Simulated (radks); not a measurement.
Pm32+, 29 electrons, occupied as [Ar] 3d10 4s1. All-electron calculation, scalar-relativistic Kohn-Sham, PBEsol, spin-polarised, spherical densities, finite nucleus; open shells are filled with parallel spins first (spin-orbit coupling, left out, can overturn this in heavy ions); Fermi nuclear charge, rms radius 4.962 fm. Program: a radial shooting solver on a logarithmic mesh with Libxc functionals.

Radial electron density D(r) = 4 pi r^2 rho(r):

r (bohr)  D(r) (e/bohr)  spin D(r)
0.001329          5.411     0.0197
0.00169           7.957     0.0288
0.002148          11.56     0.0415
0.002731          16.55     0.0589
0.0035            23.48     0.0824
0.004449          32.12      0.111
0.005656          42.60      0.142
0.00719           54.31      0.173
0.00914           65.92      0.194
0.01162           75.34      0.194
0.01477           80.24      0.161
0.01878           79.35     0.0950
0.02387           74.22     0.0216
0.03035           70.18    0.00166
0.03889           74.25      0.110
0.04943           87.88      0.333
0.06284           102.1      0.497
0.07989           102.9      0.369
0.1016            87.81     0.0419
0.1291            74.65      0.105
0.1641            79.06      0.776
0.2086            86.19       1.00
0.2652            70.07      0.202
0.3372            36.95      0.319
0.4286            13.22       2.17
0.5493            4.314       2.73
0.6983            1.360       1.25
0.8877           0.2218      0.219
1.128           0.01260     0.0126
1.435         0.0001868   0.000187

D(r) has 3 maxima, at r = 0.0160, 0.0714, 0.205 bohr, and minima at 0.0313, 0.137 bohr, inside which lie 1.97, 11.25 electrons.
